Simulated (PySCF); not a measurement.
Ge²⁺: ionisation energy

Ge²⁺ [Ar] 3d10 4s2 (1S) → Ge³⁺ [Ar] 3d10 4s1 (2S), as a difference of total energies. Calculation: PySCF 2.14, in aug-pcseg-2 (7s6p4d2f, 59 functions); the non-relativistic Hamiltonian (point nucleus). Correlated levels: valence: [Ar] 3d10 frozen. The calculations carry no spin-orbit coupling.

| method | ionisation energy (eV) | difference from reference (eV) |
| --- | --- | --- |
| UHF | 31.703 | -2.355 |
| LDA | 34.256 | +0.198 |
| PBE | 33.861 | -0.197 |
| PBE0 | 33.504 | -0.554 |
| r2SCAN | 33.489 | -0.569 |
| wB97X | 33.735 | -0.323 |
| M06-L | 33.533 | -0.525 |
| B3LYP | 33.954 | -0.104 |
| BHandHLYP | 33.436 | -0.622 |
| MP2 (valence) | 32.487 | -1.571 |
| SCS-MP2 (valence) | 32.644 | -1.414 |

Reference: 34.058 eV (measured; NIST Atomic Spectra Database, ionization energies).

These non-relativistic numbers lack the scalar-relativistic shift.

Errors of the correlated levels include the incompleteness of this basis and the frozen core.

MP2 underrates the near-degeneracy of ns² with np² in the lower species.
